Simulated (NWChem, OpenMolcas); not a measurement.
How basis sets differ on CH5InO2 (SMILES [CH3][In]([OH])[OH])

CH5InO2: 9 atoms, total charge 0, spin state singlet. SMILES: `[CH3][In]([OH])[OH]`. Geometry: relaxed at PBE0-D4/def2-TZVP. This is one conformer, not always the lowest.

Quantity: the HOMO–LUMO gap, in eV. The values are calculated.

| level | kind | program | value (eV) | CPU time |
| --- | --- | --- | --- | --- |
| HF/ANO-RCC-MB (DKH2) | Hartree–Fock | OpenMolcas | 13.53 | 5.2 s |
| HF/STO-3G | Hartree–Fock | NWChem | 14.51 | 21 s |
| HF/3-21G | Hartree–Fock | OpenMolcas | 13.18 | 12 s |
| HF/def2-SVP (core potential) | Hartree–Fock | NWChem | 13.37 | 41 s |
| HF/ANO-RCC-VDZP (DKH2, RICD fitting) | Hartree–Fock | OpenMolcas | 12.95 | 18 s |

All-electron rows without a relativistic Hamiltonian named are non-relativistic, while core potentials hold scalar relativity, so basis and relativity change together. The values span 12.95 to 14.51 eV. A Hartree–Fock LUMO above zero doesn't converge with the basis: it sinks as sets grow more diffuse. Orbital gaps aren't excitation energies. CPU times are rough (shared hosts, several kinds of processor and program).
